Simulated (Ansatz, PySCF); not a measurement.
The pair A = H2O (SMILES O) (first 3 atoms), B = CH4S (SMILES CS); geometry from B3LYP-D3(BJ)/def2-TZVP.
(charge 0, multiplicity 1):
```xyz
9

O     -0.031     0.483     0.038
H     -0.754     0.098    -0.469
H      0.775     0.206    -0.412
C     -0.295     0.841     4.202
S     -0.136    -0.765     3.354
H     -1.203     1.358     3.897
H     -0.354     0.625     5.268
H      0.572     1.470     4.018
H     -0.083    -0.278     2.099
```

Cores are frozen in the correlated methods. Rows in 6-31G* carry no dispersion term and start afresh at each structure (6-31G* with six Cartesian d functions).

Programs: Ansatz (Gaussian orbitals); PySCF for 6-31G* rows. Values without a source in brackets are computed.

Total energies (hartree), monomers frozen at their geometry in the pair:

```tsv
structure	HF/aug-cc-pV(D+d)Z	B3LYP/6-31G*	CCSD(T)/aug-cc-pV(D+d)Z
AB	-513.7769284	-515.1128309	-514.3634326
A in the pair's basis	-76.0412691	-76.4107528	-76.2746841
B in the pair's basis	-437.7345419	-438.6983371	-438.0857906
A	-76.0410297	-76.4088195	-76.2738272
B	-437.7344202	-438.6982270	-438.0852412
```

**Question.** Work out the interaction energy without and with the counterpoise correction, and the superposition error, for each level.

**Answer.** 
E(AB) − E(A) − E(B), times 627.509 kcal/mol, with the monomers in their own basis and then in the pair's basis:
- HF/aug-cc-pV(D+d)Z: -0.93 uncorrected, -0.70 corrected; the monomers gain 0.23 kcal/mol from borrowed functions
- B3LYP/6-31G*: -3.63 uncorrected, -2.35 corrected; the monomers gain 1.28 kcal/mol from borrowed functions
- CCSD(T)/aug-cc-pV(D+d)Z: -2.74 uncorrected, -1.86 corrected; the monomers gain 0.88 kcal/mol from borrowed functions

Ansatz is an electronic-structure program.
